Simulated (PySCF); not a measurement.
**Spin-rotation constants: `[SiH3]O[Si@H]([SiH3])[AsH2]`, AsH9OSi3**

Geometry:
```csv
atom,x (Å),y (Å),z (Å)
Si1,2.630,-0.461,0.474
O2,1.254,0.355,0.035
Si3,-0.322,0.174,-0.473
Si4,-1.667,1.610,0.794
As5,-0.976,-2.103,-0.241
H6,3.355,0.347,1.494
H7,3.509,-0.671,-0.714
H8,2.269,-1.791,1.055
H9,-0.413,0.488,-1.934
H10,-1.574,1.210,2.232
H11,-1.248,3.040,0.660
H12,-3.089,1.477,0.349
H13,-2.387,-1.749,-0.703
H14,-1.341,-1.925,1.230
```

Method: PySCF, GIAO B3LYP/pcSseg-1 magnetisability, rotational g tensor and spin-rotation constants, non-relativistic, gas phase. Geometry: PBE0-D3(BJ)/def2-SVP.

The calculation is non-relativistic, which matters for the atoms heavier than Zn.

**Question.** Give the nuclear spin-rotation constants along the inertial axes (H = +C I·J) beside the isotropic shieldings.

**Answer.** Rotational constants 1.2568, 1.1006, 0.6347 GHz. A star marks the isotopologue with that one atom substituted, in its own axes.
```csv
atom,isotope,Caa (kHz),Cbb (kHz),Ccc (kHz),mean (kHz),σ (ppm)
As5,75As,1.331,1.280,0.684,1.098,1825.3
H6,1H,-0.005,-0.077,-0.031,-0.038,26.6
H7,1H,-0.085,-0.058,-0.001,-0.048,26.5
H8,1H,-0.053,-0.043,-0.026,-0.041,26.5
H9,1H,-0.113,-0.087,0.042,-0.053,25.4
H10,1H,-0.125,-0.097,0.023,-0.066,27.9
H11,1H,-0.050,-0.024,-0.053,-0.042,27.6
H12,1H,0.019,-0.085,-0.059,-0.042,28.1
H13,1H,-0.030,-0.076,-0.069,-0.058,29.8
H14,1H,-0.132,-0.097,0.002,-0.076,29.3
Si1,29Si*,-0.750,-0.617,-0.390,-0.586,381.5
O2,17O*,-0.116,-0.068,-0.022,-0.069,320.1
Si3,29Si*,-0.714,-0.734,-0.471,-0.639,328.7
Si4,29Si*,-0.675,-0.569,-0.336,-0.526,434.5
```
For the geometry as given, no vibrational averaging.

**Question.** How do the rotational constants and the g tensor change when H6, H7, H8, H9, H10, H11, H12, H13, H14 are replaced by deuterium?

**Answer.** Constants 1.1171, 0.9809, 0.5772 GHz; g -0.0163, -0.0165, -0.0109, against -0.0190, -0.0179, -0.0120 before.
